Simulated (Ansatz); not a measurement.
Strength of the C–Si bond: C5H12O2Si2 → C2H7OSi + C3H5OSi

Gas-phase species: C5H12O2Si2 `CO[SiH2]C#C[SiH](C)OC`, singlet; C2H7OSi `CO[SiH]C`, doublet; C3H5OSi `[C]#C[SiH2]OC`, doublet. The bond broken is the one whose loss leaves C2H7OSi `CO[SiH]C`, relaxed to its own shape; its unpaired electron may spread away from that site.

Shapes, held fixed at every level: PBE0-D4/def2-TZVP. Flexible molecules stand in one conformer, not always the lowest. Programs: Ansatz 0.2.0. Electronic energies: no zero-point or thermal term.

```json
{"level": "MP2/def2-SVP", "kind": "perturbation theory", "ΔE (kJ/mol)": "+607.4", "less CCSD/def2-SVP": "+81.0"}
{"level": "MP2/def2-TZVPP", "kind": "perturbation theory", "ΔE (kJ/mol)": "+631.8", "less CCSD/def2-SVP": "+105.4"}
{"level": "HF/def2-TZVPP", "kind": "Hartree–Fock", "ΔE (kJ/mol)": "+431.9", "less CCSD/def2-SVP": "-94.5"}
{"level": "PBE-D4/def2-TZVPP", "kind": "GGA", "ΔE (kJ/mol)": "+541.2", "less CCSD/def2-SVP": "+14.8"}
{"level": "wB97M-V/def2-TZVPP", "kind": "range-separated hybrid", "ΔE (kJ/mol)": "+575.9", "less CCSD/def2-SVP": "+49.5"}
{"level": "wB97X-V/def2-TZVPP", "kind": "range-separated hybrid", "ΔE (kJ/mol)": "+570.1", "less CCSD/def2-SVP": "+43.7"}
{"level": "CCSD(T)/def2-SVP", "kind": "coupled cluster or CI", "ΔE (kJ/mol)": "+533.8", "less CCSD/def2-SVP": "+7.4"}
{"level": "CCSD/def2-SVP", "kind": "coupled cluster or CI", "ΔE (kJ/mol)": "+526.4", "less CCSD/def2-SVP": "0.0"}
```

The highest level, CCSD/def2-SVP, gives ΔE = +526.4 kJ/mol; the levels span +431.9 to +631.8. The column of differences is taken from that level and isn't an error. Hartree–Fock misses the correlation of the pair that is broken and comes out low. No measured value is set beside it here. Open shells run unrestricted. CCSD/def2-SVP lies outside the range of the other correlated levels here, so it shouldn't be taken on trust.
